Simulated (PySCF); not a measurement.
# Zinc: a sound run and one with changed settings

Sound run: Zn [Ar] 3d10 4s2, Zn⁺ [Ar] 3d10 4s1. Computed with PySCF 2.14 in cc-pVTZ-PP with ECP10MDF (5s5p4d2f1g, 63 functions), with a scalar-relativistic core potential. In the sound run the correlated levels freeze 3s2 3p6 outside the core potential. The sound run starts from symmetry-adapted Hartree-Fock orbitals and uses a fine grid where one is needed.

Changed run: a valence shell is frozen. This setting is unsound on purpose.

```json
{"species": "Zn", "method": "MP2", "sound run (hartree)": "-226.48386", "changed run (hartree)": "-225.98558", "converged": "yes"}
```

Ionisation energy of Zn:

```csv
method,sound run (eV),changed run (eV)
UHF,7.805,7.805
MP2,9.046,8.420
SCS-MP2,9.063,8.544
```

Freezing a valence shell removes pair correlation that changes on ionisation.

For comparison, NIST gives 9.394 eV between the lowest levels.
